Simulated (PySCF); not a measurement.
# AsSe at PW91

Computed with PW91; basis As cc-pVDZ-PP with ECP10, Se cc-pVDZ-PP with ECP10; scalar-relativistic core potentials; PySCF 2.14.

- state: ²Π (doublet), unpaired electrons π ↑
- bond length: 2.181 Å
- harmonic wavenumber: 389 cm⁻¹
- force constant: 3.45 mdyn/Å
- rotational constant Be: 0.09161 cm⁻¹
- anharmonicity ωexe: 0.883 cm⁻¹
- vibration–rotation constant αe: 0.000285 cm⁻¹
- well depth De to As + Se: 88.1 kcal/mol
- dissociation energy D0: 87.6 kcal/mol
- bond order (Mayer): 2.32
- dipole moment (positive dipole means As(−)Se(+)): -0.81 D

Spin–orbit coupling is left out. The state is the lowest determinant that a PBE0 search found; another state may lie lower at other levels.
